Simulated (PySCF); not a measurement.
C4H9NSi, SMILES C=C1[SiH2]N[C@H]1C.

Geometry optimised at PBE0-D3(BJ)/def2-SVP. The structure was generated by enumeration; whether it is a known compound was not checked.

Two levels are set side by side: PBE/def2-TZVP (PySCF) and PBE0/def2-TZVP (PySCF). Same geometry, gas phase. Differences are taken from unrounded values.

```tsv
quantity	PBE
orbital gap (eV)	4.03
highest occupied level (eV)	-5.35
lowest empty level (eV)	-1.32
dipole moment (D)	0.96
mean polarisability (bohr³)	83.2
```

Q: These are the PBE values. What does PBE0 give? (Estimate from the structure and the level; the computed values follow.)

A: 
| quantity | PBE0 | PBE minus PBE0 |
|---|---|---|
| orbital gap (eV) | 6.32 | -2.30 |
| highest occupied level (eV) | -6.66 | 1.31 |
| lowest empty level (eV) | -0.34 | -0.99 |
| dipole moment (D) | 0.90 | 0.06 |
| mean polarisability (bohr³) | 80.3 | 2.9 |

PBE's occupied levels lie high since its potential decays too fast outside the molecule; exact exchange lowers them and widens the gap. Loosely held outer electrons make PBE densities more polarisable. Differences between two approximate levels are no errors against the true value.

Rough cost on one machine, each run with all the roots and properties that it gave: PBE0 against PBE within a factor of 2.
